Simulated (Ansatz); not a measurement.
Cost and result up the ladder for Ga(PF3)H3 (GaPH₃F₃) (8 atoms). The state is a singlet with charge 0. Geometry: PBE0-D4/def2-SVP.

```csv
atom,x (Å),y (Å),z (Å)
F1,-1.178,1.598,1.053
F2,-1.074,-0.667,1.856
F3,-2.232,-0.169,-0.193
Ga4,1.266,-0.215,-0.766
P5,-0.861,0.147,0.521
H6,1.020,-1.758,-0.953
H7,2.191,0.286,0.404
H8,0.869,0.778,-1.920
```

Ansatz on 2 threads of Arm Neoverse V2 on a shared host. Times are rough, and most runs start from the orbitals of an earlier one. PBE0-D4/def2-TZVP serves as the yardstick here, not as an exact answer. Differences are given only for rows in sets of like size (and for xTB, whose basis is part of the method), since another set adds its own error. Binding counts from free atoms at the same level (F doublet, Ga doublet, P quartet, H doublet; other spins of the atoms weren't run), without zero-point energy or a counterpoise term.

Correlated methods freeze 17 core orbitals; core or outer-core shells of Ga are correlated, in sets that lack core-valence functions. The rows differ in basis, and correlated rows in double-zeta sets carry the largest basis error. Another isomer (singlet) lies 1.34 eV lower at PBE0-D4/def2-TZVP; other spin states weren't run for this one.

Correlated methods converge slowly with the basis, most of all in double-zeta sets.

```tsv
level	functions	wall time	binding energy per atom (eV)	difference from PBE0-D4/def2-TZVP (eV)
PBE-D4/def2-SVP	107	1.2 s	3.08	–
LDA (SPW92)/def2-TZVP	196	1.2 s	3.66	0.63
PBE0-D4/def2-SVP	107	1.8 s	2.94	–
PBE-D4/def2-TZVP (with forces)	196	2.6 s	3.13	0.11
MP2/def2-TZVP	196	3.1 s	3.04	0.02
PBE0-D4/def2-TZVP	196	3.4 s	3.03	0.00
BHLYP-D4/def2-TZVP	196	3.7 s	2.92	-0.11
r2SCAN-D4/def2-TZVP	196	4.7 s	3.10	0.07
r2SCANh-D4/def2-TZVP	196	6 s	3.05	0.03
CCSD(T)/def2-SVP	107	11 s	2.74	–
```
